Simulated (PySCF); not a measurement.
## Sc⁺: ionisation energy

Sc⁺ [Ar] 3d1 4s1 (3D) → Sc²⁺ [Ar] 3d1 (2D), as a difference of total energies. Computed with PySCF 2.14 in x2c-TZVPPall (6s5p4d2f1g, 64 functions), with the spin-free X2C one-electron Hamiltonian (Gaussian nucleus). Correlated levels: valence and next inner shell: [Ne] frozen. The calculations carry no spin-orbit coupling.

```json
{"method": "UHF", "ionisation energy (eV)": "12.227"}
{"method": "MP2 (valence and next inner shell)", "ionisation energy (eV)": "12.768"}
{"method": "SCS-MP2 (valence and next inner shell)", "ionisation energy (eV)": "12.643"}
{"method": "CCSD (valence and next inner shell)", "ionisation energy (eV)": "12.761"}
{"method": "CCSD(T) (valence and next inner shell)", "ionisation energy (eV)": "12.789"}
```

Q: How much does correlation contribute at CCSD(T) (valence and next inner shell)?

A: 12.789 − (12.227) = 0.562 eV, measured against UHF.

Errors of the correlated levels include the incompleteness of this basis and the frozen core.

For comparison: 12.800 eV (measured; NIST Atomic Spectra Database, ionization energies).
